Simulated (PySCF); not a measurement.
C2H8OSiTe.
Atom-mapped SMILES: `[CH3:1][CH2:2][O:3][SiH2:4][TeH:5]` (hydrogens: H6, H7, H8 on C1; H9, H10 on C2; H11, H12 on Si4; H13 on Te5)

A GFN2-xTB structure was refined with PySCF, PBE0-D3(BJ)/def2-SVP geometry optimisation, gas phase, def2 core potentials past Kr. Its GFN2-xTB values:

```
   coordinate  GFN2-xTB
        C1–C2   1.499 Å
        C1–H6   1.070 Å
        C2–O3   1.388 Å
        C2–H9   1.106 Å
       O3–Si4   1.668 Å
      Si4–Te5   2.466 Å
      Si4–H11   1.453 Å
      Si4–H12   1.449 Å
      Te5–H13   1.627 Å
     C1–C2–O3    109.9°
    C2–O3–Si4    128.6°
   O3–Si4–Te5    107.7°
 C1–C2–O3–Si4      166°
C2–O3–Si4–Te5      -46°
```

Question: How do these coordinates change at the PBE0-D3(BJ)/def2-SVP level?

Answer: 
| coordinate | PBE0-D3(BJ)/def2-SVP (Å or °) | change |
| --- | --- | --- |
| Si4–H12 | 1.495 | +0.046 |
| Si4–Te5 | 2.510 | +0.044 |
| Te5–H13 | 1.665 | +0.038 |
| Si4–H11 | 1.484 | +0.031 |
| C1–H6 | 1.101 | +0.031 |
| C2–O3 | 1.410 | +0.022 |
| C1–C2 | 1.510 | +0.011 |
| O3–Si4 | 1.658 | -0.010 |
| C2–H9 | 1.107 | +0.001 |
| O3–Si4–Te5 | 113.6 | +5.9 |
| C2–O3–Si4 | 124.8 | -3.8 |
| C1–C2–O3 | 109.4 | -0.5 |
| C1–C2–O3–Si4 | 179 | +13 |
| C2–O3–Si4–Te5 | -58 | -12 |

The energy falls by 27.4 kJ/mol over 15 energy and gradient evaluations, the largest force component goes from 0.0273 to 3.6e-04 Eh/bohr, and the atoms move by 0.529 Å rms after alignment. The bond that changes most is Si4–H12 (oxygen-bound silicon to Si–H hydrogen), which lengthens by 0.046 Å. Bonds longer at the end by more than 0.005 Å: 9 of 12; shorter: 2. Among the dihedrals that turn most is H12–Si4–Te5–H13, from 58° to -31°. Rotational constants go from 4263, 875.3, 750.3 to 4831, 769.2, 688.6 MHz.

The run used 126 basis functions and 107 SCF cycles in all.

No frequency check. One conformer, not necessarily the lowest.
